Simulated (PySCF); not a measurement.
CH5AlF2O2Si, SMILES [OH][Al]([OH])[CH2][SiH](F)F.

Geometry: B3LYP-D3(BJ)/def2-SVP. The structure was generated by enumeration; whether it is a known compound was not checked. Other conformers were not sampled.

Vertical ionisation energy (IE) and electron affinity (EA) in eV. Rows of orbital energies are one-electron estimates. Where ΔSCF, EOM or ADC give a negative EA the extra electron is unbound and the value depends on the basis.

```json
[
 {"level": "−ε(HOMO), −ε(LUMO), r2SCAN/def2-TZVP (PySCF)", "IE": "7.31", "EA": "0.47"},
 {"level": "−ε(HOMO), −ε(LUMO), PBE/def2-TZVP (PySCF)", "IE": "6.92", "EA": "0.88"}
]
```
